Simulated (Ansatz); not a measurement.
The molecule NaC+, multiplicity 3 (lowest of 2S+1 = 1, 3, 5 at CCSD(T)/def2-TZVPP on PBE0 minima; our sources give no spin for the ground state, which may be another).

Constants: fifth-degree fit in 1/R to seven points, most abundant isotopes. In def2 and cc sets the state is the lowest found near the PBE0 minimum, followed along R.

Correlated levels freeze the inner cores; with def2 sets outer-core shells near the valence are correlated too.

Run with Ansatz (a quantum-chemistry and plane-wave program). 

Question: What bond length and harmonic frequency does SVWN5/def2-TZVPP give?

Answer: r_e = 2.649 Å, ω_e = 195 cm⁻¹.

Question: What bond length and harmonic frequency does wB97X-V/def2-TZVPP give?

Answer: r_e = 2.721 Å, ω_e = 182 cm⁻¹.

Question: What bond length and harmonic frequency does CCSD(T)/def2-QZVPP give?

Answer: r_e = 2.701 Å, ω_e = 178 cm⁻¹.
